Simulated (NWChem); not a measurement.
Species: C$_{2}$H$_{6}$FNSi; SMILES C/N=C\[SiH2]F

```xyz
11

C      0.5914     2.2783     0.0888
N     -0.7326     1.6893     0.1583
C     -0.8570     0.4224     0.0821
Si     0.4631    -0.9354    -0.1200
F     -0.3779    -2.3178    -0.1447
H      0.7662     2.8621     1.0002
H      1.4214     1.5594    -0.0291
H      0.6210     2.9818    -0.7516
H     -1.8878     0.0445     0.1418
H      1.4141    -0.9786     1.0212
H      1.2137    -0.8135    -1.3970
```
Atoms are numbered in this order, from 1.

All runs: NWChem. Pople sets run with spherical d functions. Geometry: optimised at B3LYP/6-31G* (spherical d). Level: B3LYP/6-31G* with SMD (1 M gas to 1 M solution), gas-phase geometry. Reactions with the solvent are ignored.

Q: What does the run give for solvent toluene? Quantities: solvation free energy (kcal/mol); cavity-dispersion-structure term (kcal/mol); dipole in solution (D).

A: 
```json
{
 "solvation free energy (kcal/mol)": "-2.1",
 "cavity-dispersion-structure term (kcal/mol)": "0.4",
 "dipole in solution (D)": "2.00"
}
```
